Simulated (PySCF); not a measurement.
Compound: C3H6BrFSi.
SMILES: `C/C(F)=C/[SiH2]Br`

Jobs on this species (12 atoms, 82 electrons) with PySCF (density fitting). Hardware of each: one thread of an Arm Neoverse V1, on a shared host. Other jobs ran on the host; a repeat could differ by tens of per cent or more. Peak memory is the resident size of the whole Python process, interpreter and libraries included.

**Question.** Rank these jobs by wall time, shortest first.
A. delta-SCF UKS SCAN, pcX-2 on the ionised atom, pcseg-1 elsewhere, spin-free X2C; ΔSCF core ionisation, 6 holes; 173 basis functions
B. delta-SCF UKS PBE, pcX-2 on the ionised atom, pcseg-1 elsewhere, spin-free X2C; ΔSCF core ionisation, 6 holes; 173 basis functions
C. PBE0-D3(BJ)/def2-SVP, grid level 1; geometry optimisation from a GFN2-xTB start shaken at random; 136 basis functions

**Answer.** B (30 s), A (49 s), C (83 s).

All jobs:

| level and settings | work | basis functions | SCF cycles | wall time | peak memory |
| --- | --- | --- | --- | --- | --- |
| delta-SCF UKS PBE, pcX-2 on the ionised atom, pcseg-1 elsewhere, spin-free X2C | ΔSCF core ionisation, 6 holes | 173 | 98 | 30 s | 0.67 GiB |
| delta-SCF UKS SCAN, pcX-1 on the ionised atom, pcseg-1 elsewhere, spin-free X2C | ΔSCF core ionisation, 6 holes | 153 | 109 | 41 s | 0.55 GiB |
| delta-SCF UKS SCAN, pcX-2 on the ionised atom, pcseg-1 elsewhere, non-relativistic | ΔSCF core ionisation, 6 holes | 173 | 108 | 47 s | 0.67 GiB |
| delta-SCF UKS SCAN, def2-TZVP on the ionised atom, pcseg-1 elsewhere, spin-free X2C | ΔSCF core ionisation, 6 holes | 150 | 108 | 47 s | 0.55 GiB |
| delta-SCF UKS SCAN, pcX-2 on the ionised atom, pcseg-1 elsewhere, spin-free X2C | ΔSCF core ionisation, 6 holes | 173 | 110 | 49 s | 0.56 GiB |
| delta-SCF UKS PBE0, pcX-2 on the ionised atom, pcseg-1 elsewhere, spin-free X2C | ΔSCF core ionisation, 6 holes | 173 | 91 | 75 s | 0.77 GiB |
| delta-SCF UKS B3LYP, pcX-2 on the ionised atom, pcseg-1 elsewhere, spin-free X2C | ΔSCF core ionisation, 6 holes | 173 | 93 | 76 s | 0.79 GiB |
| delta-SCF UKS HF, pcX-2 on the ionised atom, pcseg-1 elsewhere, spin-free X2C | ΔSCF core ionisation, 6 holes | 173 | 152 | 82 s | 0.67 GiB |
| PBE0-D3(BJ)/def2-SVP, grid level 1 | geometry optimisation from a GFN2-xTB start shaken at random | 136 | 58 | 83 s | 0.53 GiB |

**Question.** What do all jobs in the table cost together?

**Answer.** About 8.8 min; the longest takes about 16 % of that, and about 2.8 times as long as the shortest.
